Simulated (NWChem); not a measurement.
System: GaH2S2F; SMILES [F][Ga]([SH])[SH]

```xyz
6

Ga    -0.2367    -0.0107     0.0000
F     -1.9861     0.0513     0.0000
S      0.7990     1.9179     0.0000
H     -0.3708     2.5967     0.0000
S      0.6791    -1.9953     0.0000
H      1.9331    -1.4898     0.0000
```
Atoms are numbered in this order, from 1.

All runs: NWChem. Pople sets run with spherical d functions. The geometry was optimised at PBE0/def2-SVP.

Problem. Order these runs by computing time, cheapest first, and give rough ratios: Hartree-Fock/6-31G*; Hartree-Fock/3-21G; Hartree-Fock/def2-TZVPD.

Solution. Hartree-Fock/3-21G (1), Hartree-Fock/6-31G* (6), Hartree-Fock/def2-TZVPD (30). Ratios are rough, from one shared machine; the cheapest took around 2.3 core-seconds (rough). What differs between the cheapest and the dearest: highest occupied level (eV) -11.05 → -10.76; orbital gap (eV) 12.70 → 11.48; dipole (D) 1.37 → 1.79.
